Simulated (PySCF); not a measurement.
Two-component Hartree-Fock for O²⁺ (oxygen, charge +2)

Start: [He] 2s1 2p2 3s1; 2s1/2 filled at m_j = +1/2; 2p3/2 filled at m_j = +1/2, +3/2; 3s1/2 filled at m_j = +1/2. Calculated with PySCF 2.14 in x2c-SVPall-2c with one added diffuse shell of s type (4s2p1d, 15 functions): generalised Hartree-Fock with the X2C-1e Hamiltonian and a Gaussian nucleus; one run each with spin-orbit coupling (SO) switched off, then screened by Boettger's factors. This is a chosen level, not necessarily the ground level.

```tsv
spinor shell	electrons	ε, spin-free (eV)	ε, screened SO (eV)	weight of nominal j (screened SO)	rms radius, screened SO (bohr)
1s1/2	2	-622.19	-622.19	1.000	0.230
2s1/2	1	-84.796	-84.798	1.000	1.06
2p3/2	2	-68.719	-68.711	0.832	1.02
3s1/2	1	-21.343	-21.343	1.000	3.22
```

```
   quantity  spin-free  screened SO
E (hartree)  -71.60260    -71.60200
        M_J          3            3
       ⟨J²⟩     12.001       12.001
       ⟨L²⟩      2.001        2.001
       ⟨S²⟩      6.000        6.000
```

Each row is a mean over spinors that exchange with the open shell spreads, by up to 6.377 eV (1s1/2).

Rows whose weight is well below 1 are mixtures of j = l ± 1/2: exchange outweighs spin-orbit coupling there, and the label is only the starting occupation.

Without spin-orbit coupling the j labels of p, d and f shells carry no meaning; the spin-free column gives the mean over the occupied spinors of each nl shell.
